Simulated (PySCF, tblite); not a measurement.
Isomers of C6H12P2. Calculated harmonic vibrations of the isolated species, GFN2-xTB (tblite), most abundant isotopes, no scaling. Against measured fundamentals such values can be off by several per cent, at times by over 20. Modes of hydrogen on phosphorus can be 10 to 20 % off. One conformer each.

Electronic energies: PBE0/pcSseg-1 single points on the GFN2-xTB geometries (PySCF, gas phase).

| SMILES | electronic energy, lowest = 0 (kcal/mol) |
| --- | --- |
| C=CP(CP)C(=C)C | 28.7 |
| CP(P)C1=CCCC1 | 0.0 |
| C=C/C(C)=P/P(C)C | 10.5 |
| C#CCP(C)P(C)C | 27.8 |

Question: How do GFN2-xTB zero-point energies change the relative energies?

Answer: 
```csv
SMILES,ZPE (kcal/mol),of it from modes above 1550 cm⁻¹,electronic (kcal/mol),"with ZPE, lowest = 0 (kcal/mol)",lowest mode (cm⁻¹),rings
CP(P)C1=CCCC1,100.8,51.7,0.0,0.0,30,1
C=C/C(C)=P/P(C)C,100.9,54.2,10.5,10.6,39,0
C#CCP(C)P(C)C,99.0,55.1,27.8,26.0,42,0
C=CP(CP)C(=C)C,97.8,54.5,28.7,25.8,51,0
```

The zero-point energies span 3.1 kcal/mol, from `C=CP(CP)C(=C)C` to `C=C/C(C)=P/P(C)C`. The lowest isomer stays, but the order above it changes.

Question: And how do the electronic energies of GFN2-xTB itself compare?

Answer: `CP(P)C1=CCCC1` 0.0; `C=C/C(C)=P/P(C)C` 26.4; `C#CCP(C)P(C)C` 37.8; `C=CP(CP)C(=C)C` 48.1 kcal/mol, lowest = 0. Against the energies above, taken from the same isomer `CP(P)C1=CCCC1`, the largest difference is 19.4 kcal/mol.

Question: What do entropy and thermal enthalpy add at 298.15 K and 1 bar (rigid rotor, harmonic oscillator, one conformer each)?

Answer: 
```json
{"SMILES": "CP(P)C1=CCCC1", "point group": "C1", "symmetry number": "1", "S (cal/(mol K))": "101.8", "H − H(0) (kcal/mol)": "7.19", "ZPE + H − H(0) − TS (kcal/mol)": "77.6"}
{"SMILES": "C=C/C(C)=P/P(C)C", "point group": "C1", "symmetry number": "1", "S (cal/(mol K))": "107.2", "H − H(0) (kcal/mol)": "8.07", "ZPE + H − H(0) − TS (kcal/mol)": "77.0"}
{"SMILES": "C#CCP(C)P(C)C", "point group": "C1", "symmetry number": "1", "S (cal/(mol K))": "111.1", "H − H(0) (kcal/mol)": "8.55", "ZPE + H − H(0) − TS (kcal/mol)": "74.4"}
{"SMILES": "C=CP(CP)C(=C)C", "point group": "C1", "symmetry number": "1", "S (cal/(mol K))": "105.8", "H − H(0) (kcal/mol)": "7.89", "ZPE + H − H(0) − TS (kcal/mol)": "74.2"}
```
